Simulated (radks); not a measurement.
Effect of the nuclear size on neutral tungsten, [Xe] 4f14 5d4 6s2. Calculated with a radial shooting solver on a logarithmic mesh with Libxc functionals: Dirac Kohn-Sham, relativistic LDA (MacDonald-Vosko exchange, VWN5 correlation), spin-unpolarised, spherical densities, finite nucleus; open shells fill j = l - 1/2 first; Fermi nuclear charge, rms radius 5.3658 fm. The rms radius is varied about that value; shifts are against it.

rms radius (fm)	total energy shift (eV)	density at nucleus (e/bohr^3)	1s1/2 shift (meV)	2s1/2 shift (meV)	5p1/2 shift (meV)	6s1/2 shift (meV)	5d3/2 shift (meV)	6p1/2 (empty) shift (meV)
4.3302	-20.6	1.512e+06	-8310	-1170	0.676	-0.715	0.690	0.250
5.0331	-6.94	1.435e+06	-2800	-394	0.227	-0.240	0.232	0.084
5.3658	0	1.404e+06	0.000	0.000	0.000	0.000	0.000	0.000
5.7038	7.35	1.374e+06	2960	417	-0.240	0.254	-0.246	-0.089
6.4175	23.8	1.319e+06	9590	1350	-0.778	0.825	-0.796	-0.289

Slopes of the eigenvalues against <r^2> in GHz/fm^2, as finite differences over the two radii next to the reference (eigenvalue slopes, not the field-shift constants of lines): 1s1/2 193000, 2s1/2 27200, 5p1/2 -15.7, 6s1/2 16.6, 5d3/2 -16.0, 6p1/2 (empty) -5.82.
